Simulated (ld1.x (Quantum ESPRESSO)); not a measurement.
# u(r) = r·R(r): atom against pseudo-atom (magnesium)

Columns: radius, all-electron u(r) and pseudo u(r) of the 2s shell (level -99.97 eV) of magnesium in the configuration [He] 2s2 2p6 3s0 3p0; PBE, scalar-relativistic, TM scheme, ld1.x (Quantum ESPRESSO) 7.5.

```csv
r (bohr),all-electron,pseudo
0.053,0.5456,-0.1704
0.105,0.4633,-0.3342
0.158,0.1469,-0.4945
0.210,-0.2110,-0.6420
0.262,-0.5365,-0.7769
0.315,-0.8043,-0.8986
0.368,-1.0011,-1.0015
0.420,-1.1302,-1.0818
0.473,-1.2064,-1.1407
0.525,-1.2375,-1.1750
0.578,-1.2349,-1.1860
0.630,-1.2075,-1.1744
0.683,-1.1615,-1.1425
0.735,-1.1044,-1.0952
0.788,-1.0387,-1.0352
0.840,-0.9701,-0.9692
0.893,-0.8988,-0.8987
0.945,-0.8292,-0.8292
0.998,-0.7602,-0.7602
1.050,-0.6952,-0.6952
1.102,-0.6336,-0.6336
1.155,-0.5746,-0.5746
1.208,-0.5197,-0.5197
1.260,-0.4698,-0.4698
1.313,-0.4230,-0.4230
1.365,-0.3809,-0.3809
```

(1) How many radial nodes do the two functions have?

(2) At about which radius was the pseudo-wave matched?

(3) Where does each function peak?

(4) Is the pseudo-wave norm-conserving?

## Answers

(1) The all-electron 2s function has n − l − 1 = 1; the pseudo-wave has 0, since the states of the same l below it are removed with the core.

(2) 1.00 bohr. The columns agree to 0.0005 from 0.89 bohr on; several derivatives are matched, so the curves merge somewhat inside the radius.

(3) Outermost all-electron maximum near 0.53 bohr, pseudo maximum near 0.58 bohr (to the table’s step).

(4) Yes: the TM scheme keeps the norm inside the radius equal to the all-electron one, which fixes the energy derivative of the logarithmic derivative at the level.
